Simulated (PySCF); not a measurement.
# Tellurium: a sound run and one with changed settings

Sound run: Te [Kr] 4d10 5s2 5p4, Te⁺ [Kr] 4d10 5s2 5p3. Computed with PySCF 2.14 in cc-pVTZ-PP with ECP28MDF, with a scalar-relativistic core potential. The sound run starts from symmetry-adapted Hartree-Fock orbitals and uses a fine grid where one is needed.

A second run was set up differently.

```
species  method  sound run (hartree)  changed run (hartree)  converged
     Te     UHF           -267.00591             -267.00591        yes
     Te    TPSS           -267.87846             -267.87607        yes
     Te    PBE0           -267.99470             -267.99265        yes
    Te⁺     UHF           -266.72126             -266.72126        yes
    Te⁺    TPSS           -267.55781             -267.55531        yes
    Te⁺    PBE0           -267.67375             -267.67177        yes
```

Ionisation energy of Te:

```csv
method,sound run (eV),changed run (eV)
UHF,7.746,7.746
TPSS,8.725,8.729
PBE0,8.733,8.732
```

Question: What was changed?
A. level shift left on
B. minimal basis
C. radial grid too coarse
D. a valence shell is frozen

Answer: C. It used radial step 0.3 in ln r (0.13 in the sound run). A coarse radial grid mis-integrates the density and the exchange-correlation energy, with errors of either sign; Hartree-Fock needs no grid.
